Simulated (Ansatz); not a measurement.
Several settings on one geometry of Ti₅O₁₇H₁₄, a hydroxylated oxide cluster (that of the charge 0 singlet, PBE-D4/def2-SVP). Ansatz on 2 threads of AMD EPYC 7R13 on a shared host and a share (18 GiB) of an NVIDIA H100 80GB HBM3; times are rough.

```xyz
36

Ti    2.1704   -1.9740    0.6691
Ti    1.4715    1.1953    0.0530
Ti    0.6829   -0.0592    2.9465
Ti   -1.8152   -1.5414   -0.8676
Ti   -1.0576    2.1922   -1.4617
O    -2.8302   -2.9135   -1.4424
O    -1.6095   -1.6320    0.9289
O    -0.1996   -1.6138   -1.6793
O     1.4765   -3.2294   -0.5150
O     3.7385   -2.5159    1.3556
O    -2.6039    2.7693   -0.7591
O    -2.5104    0.0786   -1.3541
O    -0.4264    1.5033    0.3517
O    -1.6428    1.7102   -3.1746
O     0.5741    0.9802   -1.7520
O     0.9250   -1.6518    1.9995
O    -1.0886    0.4066    2.7130
O     2.3655   -0.4516   -0.2015
O     1.2075   -0.0903    4.6712
O    -0.0069    3.7023   -1.5847
O     1.5988    1.0792    1.9553
O     2.2853    2.7028   -0.3958
H    -3.3687   -3.5225   -0.9081
H    -0.7413   -1.8955    1.3480
H     0.4618   -2.3471   -1.4768
H     1.8145   -4.1247   -0.6904
H     4.6184   -2.1108    1.2574
H    -3.2909    2.1601   -0.4287
H    -2.5202    0.4086   -2.2986
H    -0.8213    1.4540    1.2678
H    -0.9217    1.4269   -3.7695
H     0.3915    0.0040   -1.8812
H    -1.6072   -0.2448    2.1692
H     1.9760    0.3265    5.0984
H    -0.3664    4.5318   -1.2154
H     1.6704    3.2865   -0.9283
```

Totals from different functionals, basis sets or treatments of relativity can't be compared as stabilities.

The 6-31G sets use Cartesian d functions.

The spins typed aren't always the lowest for that charge.

(1) Give the basis size and estimate the energy, ⟨S²⟩ and time of these runs.

| run | method | charge | state | further keys |
| --- | --- | --- | --- | --- |
| 1 | UKS revPBE0-D4/cc-pVDZ | 1 | doublet | fitting: {mean_field: def2-universal-jkfit}; accuracy: high; scf: {lower_state_search: off}; forces asked |
| 2 | RKS ωB97M-V/6-31G | 0 | singlet | final_grid: {core_spheres: 20, valence_spheres: 16, degree: 47}; scf: {omitted_lower_state_checks: [starts]}; forces asked |
| 3 | RKS r2SCAN-D4/def2-TZVP | 0 | singlet | fitting: {mean_field: def2-universal-jkfit}; final_grid: {core_spheres: 20, valence_spheres: 16, degree: 47}; scf: {omitted_lower_state_checks: [starts]} |

## Answers

(1) 
| run | functions | energy (Eh) | ⟨S²⟩ | wall time |
| --- | --- | --- | --- | --- |
| 1 | 523 | -5534.4638 | 0.77 | 19 s |
| 2 | 326 | -5534.5067 | – | 12 s |
| 3 | 836 | -5535.7133 | – | 8.5 s |
